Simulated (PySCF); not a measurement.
Calculated NMR data

Theoretical values (PySCF 2.14): GFN2-xTB structure, PBE0/pcSseg-1 with gauge-including orbitals. Equivalent nuclei averaged, gas phase, non-relativistic Hamiltonian, one conformer.

δ = σ(ref) − σ, references computed at the same level: TMS for ¹H and ¹³C. Splittings of carbon signals by F and P are missing where no couplings were computed. Where no couplings were computed, multiplicities follow the n + 1 count of equivalent neighbours, and m marks all less simple cases (inequivalent or close neighbours, rings, F or P nearby). Shifts are as computed. Against solution values, carbons near 30 ppm lie about +3 ppm off and those near 130 ppm about +5 ppm. Of 1211 compounds with measured shifts, 218 miss one by over three times the rms of a fit or turn the order of signals round; such compounds aren't used in these exercises. OH and NH positions are gas-phase values without hydrogen bonding to other molecules.

Compound 1 (C$_{3}$H$_{15}$N$_{3}$Si$_{3}$). ¹H NMR (400 MHz, computed): δ 4.78 (s, 6H), 3.30 (m, 1H), 2.46 (m, 1H), 1.36 (m, 1H), 1.32 (m, 1H), 1.13 (m, 1H), 0.77 (br s, 2H), 0.73 (br s, 2H). ¹³C{¹H} NMR (computed): δ 64.7, 26.0, 19.5. Structure: SMILES N[Si]1(N)CC[C@@H]1N([SiH3])[SiH3].

Compound 2 (C$_{4}$H$_{8}$F$_{2}$O$_{2}$). ¹H NMR (400 MHz, computed): δ 5.98 (m, 1H), 4.40 (m, 1H), 3.64 (s, 6H). ¹³C{¹H} NMR (computed): δ 123.3 (CH), 109.0 (CH), 57.3 (CH3). Structure: `C(OC)(OC)C(F)F`.

Compound 3 (C$_{4}$H$_{11}$NSi$_{2}$). ¹H NMR (400 MHz, computed): δ 4.95 (s, 2H), 4.27 (s, 3H), 2.69 (s, 6H). ¹³C{¹H} NMR (computed): δ 120.1, 111.4, 40.7. Structure: `CN(C)[SiH2]C#C[SiH3]`.
